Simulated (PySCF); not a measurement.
FH₃Hf, multiplicity 1. Atoms are numbered in the order given.

```xyz
5

Hf     0.0000     0.0000    -0.1808
F      0.0000     0.0000     1.6992
H      1.5229    -0.8793    -0.7587
H      0.0000     1.7585    -0.7587
H     -1.5229    -0.8793    -0.7587
```
Charge 0, spin multiplicity 1.

Geometry optimised at r2SCAN-D4/def2-TZVP. The spin state was assumed, not searched. The structure was generated by enumeration; whether it is a known compound was not checked. The def2 effective core potentials stand for the cores of Hf; spin–orbit coupling is left out.

Method: M06-2X/def2-TZVPD run with PySCF.

Mulliken values depend strongly on the basis, most of all with diffuse functions as here. ESP charges are fitted to the potential on shells at 1.4 to 2.0 van der Waals radii. Atomic charges (e):

```json
[
 {"atom": "Hf1", "ESP fit": "___", "Mulliken": "1.05"},
 {"atom": "F2", "ESP fit": "___", "Mulliken": "-0.40"},
 {"atom": "H3", "ESP fit": "___", "Mulliken": "-0.22"},
 {"atom": "H4", "ESP fit": "___", "Mulliken": "-0.22"},
 {"atom": "H5", "ESP fit": "___", "Mulliken": "-0.22"}
]
```

### Question
What belongs in the gaps? (An estimate is asked for; the answer gives what the named calculation found.)

### Answer

- Hf1, ESP fit: 1.27
- F2, ESP fit: -0.37
- H3, ESP fit: -0.30
- H4, ESP fit: -0.30
- H5, ESP fit: -0.30
